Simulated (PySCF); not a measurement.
Atoms are numbered as in `[CH3:1][O:2][C@H:3]1[C:4](=[O:5])[CH:6]=[C:7]1[CH3:8]`; H(Xn) means a hydrogen on atom n.

Geometry: GFN2-xTB; GIAO absolute shieldings from PySCF 2.14, gas phase, non-relativistic, averaged over equivalent atoms.

At wB97X/6-31G-J (128 basis functions, 16 s wall time on 1 thread of an Arm Neoverse V2, shared host):
```tsv
atoms	σ (ppm)
C4	-4.5
C7	4.8
C6	51.3
C3	99.9
C1	137.0
C8	180.0
O5	-271.6
O2	300.9
H(C6)	26.53
H(C3)	28.55
H(C1)	29.28
H(C8)	30.69
```

Q: Predict the values at B3LYP/def2-SVPD on the same geometry.

A: 
```
atoms  σ at B3LYP/def2-SVPD  change
   C4                   5.7   +10.2
   C7                   9.3    +4.5
   C6                  59.6    +8.3
   C3                  98.5    -1.4
   C1                 133.1    -3.9
   C8                 176.4    -3.6
   O5                -169.1  +102.5
   O2                 292.7    -8.2
H(C6)                 25.96   -0.57
H(C3)                 27.40   -1.15
H(C1)                 28.09   -1.19
H(C8)                 29.58   -1.11
```

The largest change is at O5 (ketone oxygen). Cost: 230 basis functions, 37 s wall time on 1 thread of an Arm Neoverse V2, shared host. The order of the carbon signals is the same at both levels.
